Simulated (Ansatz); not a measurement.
```
atom   x (Å)    y (Å)    z (Å)
   S  0.0000   0.0000  -0.1123
   H  0.0000   1.0493   0.8987
   H  0.0000  -1.0493   0.8987
```

Basis set: cc-pVDZ (spherical functions). Correlated methods keep 5 orbitals frozen. Charge 0, multiplicity 1.

Computed with Ansatz (development build ahead of 0.2.0); each method stands on the lowest determinant of its kind that the runs found. Restricted open shells among the atoms or ions are ROHF, correlated in semicanonical orbitals with singles.

(1) Give the atomization energy at this shape (free ground-state atoms in the same class of orbitals less the molecule, no zero-point energy) of singlet H₂S by RHF-MP2, RHF.

## Answers

(1)

| method | atomization energy |
| --- | --- |
| RHF-MP2 | 653.3 kJ/mol |
| RHF | 501.2 kJ/mol |

Caution: the shape is not the minimum.
